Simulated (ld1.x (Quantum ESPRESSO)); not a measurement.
## What one change does to a pseudopotential (antimony, TM)

```json
{
  "Element": "Sb (Z = 51)",
  "Generator": "ld1.x (Quantum ESPRESSO) 7.5",
  "Type": "norm-conserving Troullier–Martins (Kleinman–Bylander form)",
  "Functional": "LDA (PZ)",
  "Relativity": "scalar-relativistic",
  "Frozen core": "[Kr] 4d10",
  "Valence charge": "5",
  "Reference configuration": "5s1 5p4",
  "Partial waves": "5s (bound): rc 1.85 bohr; 5p (bound): rc 1.90 bohr",
  "Local potential": "all-electron potential smoothed inside 1.65 bohr (lloc = -1)",
  "Core correction": "Bessel-smoothed model core inside 0.90 bohr"
}
```

Change: core correction none.

Cutoffs: the cutoffs (Ry, on a coarse ladder) from which the occupation-weighted sum of valence levels, in a spherical-Bessel basis at the reference potential, stays within 10 and 1 mRy of its value at 400 Ry; they do not see the model core or the augmentation charge, which bear on the density cutoff. Errors are all-electron minus pseudo energies relative to the spin-unpolarised reference configuration.

What does the change do?

The potential gets neither clearly harder nor softer (25 Ry and 50 Ry → 25 Ry and 50 Ry); both files keep a bound ghost (d, s); of the 9 tests that both files solve, the error grows in 7 and shrinks in 0 by more than 15 % and 0.3 meV (median size 6.2 → 35.0 meV). Exchange and correlation are not linear in the density, so unscreening with the valence charge alone errs where core and valence overlap; a model core restores that term.

| quantity | base | changed |
| --- | --- | --- |
| cutoff, loose | 25 Ry | 25 Ry |
| cutoff, tight | 50 Ry | 50 Ry |
| bound ghosts | s, d | s, d |
| error for 5s2 5p3, meV [ΔE -8.21 eV] | -6.7 | +14 |
| error for 5s2 5p2, meV [ΔE 0.31 eV] | -5.0 | +14 |
| error for 5s2 5p1, meV [ΔE 16.56 eV] | -13 | +35 |
| error for 5s2 5p2.5, meV [ΔE -4.85 eV] | -6.2 | +12 |
| error for 5s1 5p0, meV [ΔE 86.17 eV] | -381 | +405 |
| error for 5s1 5p3, meV [ΔE 9.13 eV] | -0.6 | +8.3 |
| error for 5s2 5p0, meV [ΔE 41.35 eV] | -96 | +92 |
| error for 5s1 5p4 (spin-polarised), meV [ΔE -1.16 eV] | -4.3 | +433 |
| error for 5s2 5p3 (spin-polarised), meV [ΔE -9.30 eV] | -6.1 | +197 |
| s: phases at 2.04 bohr within 0.05 rad from the reference energy up to (Ry; the scan ends near 5) | to the end of the scan | to the end of the scan |
| p: phases at 2.04 bohr within 0.05 rad from the reference energy up to (Ry; the scan ends near 5) | 0.2 | 0.2 |

 A true bound ghost makes a file unfit for plane-wave use even where its test errors are small: the radial tests pick states by their node count and pass the ghost by.
